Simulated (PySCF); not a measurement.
SnHCl₃, SMILES [SnH]([Cl])([Cl])[Cl]. Atoms are numbered in the order given.

```xyz
5

Sn     0.0000     0.0000     0.4090
Cl    -1.8925    -1.0926    -0.4424
Cl     0.0000     2.1853    -0.4424
Cl     1.8925    -1.0926    -0.4424
H      0.0000     0.0000     2.1149
```

Geometry optimised at B3LYP-D3(BJ)/def2-SVP. The def2 effective core potentials stand for the cores of Sn; spin–orbit coupling is left out.

Method: r2SCAN/def2-TZVP (PySCF).

Isolated molecule, no solvent.

Computed frontier levels, gap, dipole moment and polarisability:
```json
{
  "highest_occupied_level": "-8.35 eV",
  "lowest_empty_level": "-3.43 eV",
  "orbital_gap": "4.92 eV",
  "dipole_moment": "2.16 D",
  "quadrupole, principal values (traceless, Buckingham form, about the centre of nuclear charge)": "-2.66, -2.66, 5.32 D·Å",
  "mean_static_polarisability": "74.1 bohr³ (10.98 Å³)",
  "polarisability_principal_values": "62.7, 79.8, 79.8 bohr³"
}
```
